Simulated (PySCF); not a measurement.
**Ionisation energy of S²⁺ by level of theory**

S²⁺ [Ne] 3s2 3p2 (3P) → S³⁺ [Ne] 3s2 3p1 (2P), as a difference of total energies. Computed with PySCF 2.14 in aug-cc-pV(T+d)Z with one added diffuse shell each of s, p, d, f type (7s6p5d3f, 71 functions), with no relativity, point nucleus. Correlated levels: valence: [Ne] frozen. The calculations carry no spin-orbit coupling.

```csv
method,ionisation energy (eV)
UHF,34.157
MP2 (valence),34.638
SCS-MP2 (valence),34.543
CCSD (valence),34.682
CCSD(T) (valence),34.714
```

A first-order spin-orbit estimate (lowest level to lowest level, LS coupling) adds -0.009 eV.

Errors of the correlated levels include the incompleteness of this basis and the frozen core.

Problem. Which method comes closest to the reference value, and which is furthest?

Solution. The reference is 34.86 ± 0.04 eV (semi-empirical (NIST evaluation); NIST Atomic Spectra Database, ionization energies). Closest: CCSD(T) (valence) (error -0.155 eV); furthest: UHF (error -0.713 eV), both after the spin-orbit estimate.
